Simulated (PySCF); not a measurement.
A structure optimised at PBE-D3(BJ)/def2-SVP, used in a PySCF frequency run:

```
C
F 1 1.3581
C 1 1.4918 2 118.07
H 3 1.1000 1 118.75 2 -143.53
H 3 1.1016 4 115.41 1 -144.25
C 1 1.4918 2 118.07 3 71.30
H 6 1.1000 1 118.75 2 143.53
H 6 1.1016 7 115.41 1 144.25
Br 1 1.9411 2 111.35 3 -144.35
```
Charge 0, spin multiplicity 1.

**Question.** Write its SMILES, formula and point group.

**Answer.** FC1(Br)CC1, C3H4BrF, Cs

**Question.** What are its rotational constants (standard atomic weights)?

**Answer.** 6.0711, 2.1441, 1.8221 GHz
